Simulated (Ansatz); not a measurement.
C₃H₅OSi, SMILES `[C]#C[SiH2]OC` radical, relaxed with UKS PBE-D4/def2-SVP in Ansatz from a rough embedded geometry. The force threshold is 0.03 eV/Å; the program also tests the step.

Total charge 0; spin multiplicity 2.

Start:

```xyz
10

C    -1.569   -2.908   -1.138
C    -1.092   -1.719   -0.183
Si   -0.537   -0.309    0.943
O     0.880    0.307    0.640
C     1.086    1.000   -0.646
H    -1.563    0.793    0.910
H    -0.544   -0.796    2.382
H     2.082    1.384   -0.671
H     0.361    1.900   -0.728
H     0.896    0.347   -1.509
```

(1) By how much does the energy fall, and how many steps does the optimiser take? (Estimate.)

(2) Which bonds change most? (Estimate.)

(3) Give the relaxed structure. (An estimate is asked.)

Answers

(1) Ansatz gave: 226.31 kJ/mol, in 9 steps.

(2) Computed: C1–C2 from 1.598 to 1.245 Å; Si3–O4 from 1.574 to 1.677 Å; O4–C5 from 1.476 to 1.416 Å; C5–H9 from 1.159 to 1.115 Å.

(3) Computed: 
```xyz
10

C    -1.523   -2.547   -0.984
C    -1.042   -1.730   -0.176
Si   -0.639   -0.351    0.980
O     0.844    0.310    0.560
C     1.082    0.991   -0.660
H    -1.736    0.675    0.900
H    -0.467   -0.888    2.364
H     2.114    1.395   -0.639
H     0.375    1.839   -0.813
H     0.994    0.306   -1.533
```
